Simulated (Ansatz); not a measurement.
Stepwise reaction of `[CH3][GeH2][CH3]` with hydrogen chloride, as a gas-phase model of exchange steps in deposition or etching. ΔE in kJ/mol; ΔG adds harmonic PBE0-D4 terms to CCSD(T)/CBS, at 1 bar.

Gas-phase electronic energies from Ansatz, PBE0-D4/def2-TZVP geometries. CCSD(T)/CBS adds triple-zeta CCSD(T) − MP2 to the extrapolated MP2 energy (def2 sets, frozen cores). This one scheme is used for every species. DFT in def2-TZVPP. B3LYP here is the variant with VWN-RPA as its local correlation; programs differ in this. For Ge outer-core shells are correlated without core-valence functions, which leaves a few kJ/mol of doubt a bond. Scalar relativity is left out up to krypton.

```tsv
step	reaction	PBE-D4	B3LYP-D4	ωB97M-V	CCSD(T)/CBS	ΔG(500 K)
1	`[CH3][GeH2][CH3]` + HCl → `[CH3][GeH2][Cl]` + CH₄	-98.7	-104.1	-101.0	-96.3	-88.2
```

Task: Give the row of step 2, `[CH3][GeH2][Cl]` + HCl → `[Cl][GeH2][Cl]` + CH₄. (Estimate.)

Result: The calculation gave: 
```csv
step,reaction,PBE-D4,B3LYP-D4,ωB97M-V,CCSD(T)/CBS,ΔG(500 K)
2,`[CH3][GeH2][Cl]` + HCl → `[Cl][GeH2][Cl]` + CH₄,-83.3,-87.0,-83.6,-78.4,-64.7
```

Task: By hand: ΔE of the 2 steps together at CCSD(T)/CBS.

Result: (-96.3) + (-78.4) = -174.7 kJ/mol, or -87.3 kJ/mol a step.

In ΔE each step is higher than the one before. All are downhill at CCSD(T)/CBS. ΔG lies between -88.2 and -64.7 kJ/mol a step. PBE-D4 differs from CCSD(T)/CBS by -4.9 to -2.4 kJ/mol a step. Isolated molecules leave out the surface, adducts and barriers. Largest T1 diagnostic: 0.010.
